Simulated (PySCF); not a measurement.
## Correlation energy of Ta (tantalum, neutral)

[Xe] 4f14 5d5, high-spin 6S determinant (an excited configuration). Calculation: PySCF 2.14, in ANO-RCC-VTZP (8s7p5d3f2g1h, 104 functions); scalar relativity by spin-free X2C-1e. Frozen: [Xe] 4f14; 5 electrons correlated.

| level | correlation energy (mhartree) |
| --- | --- |
| CCSD | -58.92 |
| (T) | -1.42 |
| CCSD(T) | -60.34 |

Diagnostics: T1 = 0.0034, D1 = 0.0048, largest double amplitude 0.066.

Cost of the coupled-cluster step: about 10 core-seconds, for 5 correlated electrons.
